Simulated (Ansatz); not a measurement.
n-GeGeGeGeGeH12 (Ge5H12), relaxed as a singlet with RKS PBE0-D4/def2-SVP in Ansatz, starting from the GFN2-xTB geometry. Force threshold 0.02 eV/Å.

Another isomer (singlet) lies 0.11 eV lower at PBE0-D4/def2-TZVP; other spin states weren't run for this one.

Start:

```xyz
17

Ge    1.824   -1.798    0.459
Ge    0.015   -1.066    1.823
Ge   -0.539    1.247    1.520
Ge   -0.482    1.927   -0.780
Ge   -1.092    0.233   -2.343
H     3.156   -1.771    1.147
H     1.682   -3.186   -0.089
H     1.999   -0.917   -0.749
H     0.290   -1.382    3.277
H    -1.201   -1.925    1.540
H    -1.890    1.552    2.133
H     0.391    2.119    2.339
H    -1.322    3.167   -1.002
H     0.908    2.426   -1.116
H    -0.079   -0.002   -3.423
H    -2.388    0.486   -3.053
H    -1.273   -1.109   -1.683
```

Problem. Estimate the energy that the relaxation releases and the steps that it takes.

Solution. 30.6 kJ/mol, in 25 steps; 4.1 min on 4 threads of Arm Neoverse V2 on a shared host. The force fell under the threshold at step 6, but the optimiser went on and released 0.034 eV more. No frequencies were taken in this run, so the end may be a saddle point.

Problem. Does the start keep its bonding?

Solution. By distances, no bond broke or formed. The bond that changes most is Ge1–Ge2, from 2.38 to 2.43 Å (atoms count from 1).

Problem. Predict the relaxed structure.

Solution. 
```xyz
17

Ge    1.982   -1.686    0.590
Ge   -0.113   -1.172    1.699
Ge   -0.593    1.197    1.474
Ge   -0.163    1.824   -0.831
Ge   -1.345    0.322   -2.323
H     3.113   -0.830    1.187
H     2.347   -3.173    0.750
H     1.867   -1.364   -0.912
H    -0.042   -1.580    3.184
H    -1.247   -1.979    1.034
H    -2.062    1.488    1.839
H     0.312    2.003    2.428
H    -0.591    3.281   -1.100
H     1.354    1.715   -1.094
H    -0.971    0.587   -3.793
H    -2.865    0.501   -2.156
H    -0.984   -1.135   -1.975
```
Bond lengths: 4 × Ge–Ge 2.42 to 2.43 Å; 12 × Ge–H 1.54 Å.
